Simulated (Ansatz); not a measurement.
Consider the ligand exchange at the Al–N bond: `C[NH][Al]([CH3])[Cl]` + CH₃SH → `C[S][Al]([CH3])[Cl]` + CH₃NH₂.

Calculated with Ansatz (gas phase, PBE0-D4/def2-TZVP geometries, no zero-point term in ΔE). CCSD(T)/CBS adds triple-zeta CCSD(T) − MP2 to the extrapolated MP2 energy (def2 sets, frozen cores). This one scheme is used for every species. Functionals use def2-TZVPP. HSE06 is defined as in plane-wave codes. One conformer a species, not always the lowest.

`C[NH][Al]([CH3])[Cl]`:

Cartesian coordinates in Å:
```
C -0.102 -0.403 -1.859
N 0.796 -0.667 -0.755
Al 0.658 -0.164 0.928
C -0.805 0.891 1.636
Cl 2.231 -0.796 2.181
H -0.509 -1.323 -2.294
H -0.952 0.193 -1.517
H 0.383 0.162 -2.664
H 1.595 -1.216 -1.036
H -1.313 0.355 2.443
H -1.548 1.139 0.875
H -0.434 1.828 2.063
```

CH₃SH:

Cartesian coordinates in Å:
```
C -0.117 -0.455 -0.145
S -0.432 1.162 0.597
H 0.155 -0.366 -1.196
H -1.053 -1.009 -0.074
H 0.652 -1.002 0.400
H 0.797 1.669 0.417
```

`C[S][Al]([CH3])[Cl]`:

```xyz
11

C     0.668    1.737   -1.670
S    -0.069    0.079   -1.509
Al   -0.098   -0.313    0.620
C    -0.798   -1.969    1.335
Cl    0.668    1.169    1.908
H    -0.059    2.394   -2.144
H     0.951    2.146   -0.702
H     1.551    1.659   -2.303
H    -1.630   -1.773    2.018
H    -0.030   -2.498    1.906
H    -1.154   -2.631    0.542
```

CH₃NH₂:

Z-matrix (Å, degrees):
```
C
N 1 1.453
H 1 1.092 2 109.4
H 1 1.100 2 115.4 3 -121.6
H 1 1.092 2 109.4 3 116.8
H 2 1.012 1 110.6 3 62.6
H 2 1.012 1 110.6 3 -179.3
```

| level | ΔE (kJ/mol) |
| --- | --- |
| PBE-D4 | -23.0 |
| r2SCAN0-D4 | -19.8 |
| PBE0 | -21.8 |
| r2SCANh | -19.2 |
| HSE06 | -22.1 |
| HF/def2-SVP | -13.4 |
| MP2/def2-QZVPP | -18.3 |
| CCSD/CBS(def2) | -16.1 |

(1) What does CCSD(T)/CBS give? (Estimate.)

Largest T1 diagnostic among the species: 0.010.

## Answers

(1) Computed: -18.1 kJ/mol. The listed levels differ from it by -4.9, -1.7, -3.7, -1.1, -4.0, 4.7, -0.2, 2.0 kJ/mol.

Leaving LDA and LC-ωPBE aside and taking each functional with its dispersion term where it has one, the values, not all of them listed here, spread over 12.6 kJ/mol, from HSE06-D4 to CAM-B3LYP-D4. LDA lies +4.1 kJ/mol from PBE without D4. At CCSD(T), def2-SVP lies +6.2 kJ/mol from the extrapolated value and def2-TZVPP +3.8 kJ/mol.
